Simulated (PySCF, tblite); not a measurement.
C3H8S2Si.
SMILES: `CC(=S)C[SiH2]S`

Jobs on this species (14 atoms, 72 electrons) with PySCF (density fitting) and tblite. Hardware of each: an Arm Neoverse N1 with one thread, shared host. Times come from a shared host and carry two figures at best.

Question: Rank these jobs by wall time, shortest first.
A. GFN2-xTB; L-BFGS relaxation
B. PBE0/pcSseg-1; shieldings, charges and field gradients; 163 basis functions
C. wB97X-D/def2-SVPD; 8 singlets by full TDDFT, 3 Tamm–Dancoff triplets, polarisability, density and orbital grids written; 202 basis functions

Answer: A (1.1 s), B (40 s), C (72 s).

All jobs:

```tsv
level and settings	work	basis functions	SCF cycles	wall time
GFN2-xTB	Hessian by finite differences	–	–	0.8 s
GFN2-xTB	L-BFGS relaxation	–	–	1.1 s
PBE0/pcSseg-1	shieldings, charges and field gradients	163	13	40 s
wB97X-D/def2-SVPD	8 singlets by full TDDFT, 3 Tamm–Dancoff triplets, polarisability, density and orbital grids written	202	15	72 s
```

Question: What do all jobs in the table cost together?

Answer: About 1.9 min; the longest takes about 63 % of that, and about 90 times as long as the shortest.
